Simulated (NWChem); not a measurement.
System: C$_{2}$H$_{5}$ClOSi; SMILES C=C[SiH](O)Cl

NWChem input:

```
start job
memory heap 200 mb stack 900 mb global 1100 mb
geometry units angstroms noautosym nocenter noautoz
  Si     0.324629    -0.059042     0.490571
  O      1.755647     0.259846    -0.279665
  Cl    -0.514313    -1.823327    -0.216848
  C     -0.911191     1.296848     0.194240
  C     -0.555497     2.463129    -0.357680
  H      0.667657    -0.266949     1.916808
  H      1.734345     0.307646    -1.240569
  H     -1.960192     1.141617     0.477620
  H     -1.275154     3.269922    -0.536378
  H      0.481008     2.662629    -0.653206
end
basis spherical
  Si library def2-svp
  O library def2-svp
  Cl library def2-svp
  C library def2-svp
  H library def2-svp
end
dft
  xc m06-2x
  iterations 150
end
cosmo
  do_cosmo_smd true
  solvent acetone
end
task dft energy
```

Structure relaxed at the PBE0/def2-SVP level. Solvent: acetone.

Level: M06-2X/def2-SVP with SMD (1 M gas to 1 M solution), gas-phase geometry. Reactions with the solvent are ignored.

Q: Predict the main results of this run. (M06-2X/def2-SVP, SMD on the gas-phase geometry.) Quantities: solvation free energy (kcal/mol); cavity-dispersion-structure term (kcal/mol); dipole in solution (D).

A: 
```yaml
solvation free energy (kcal/mol): -5.3
cavity-dispersion-structure term (kcal/mol): -0.9
dipole in solution (D): 2.69
```
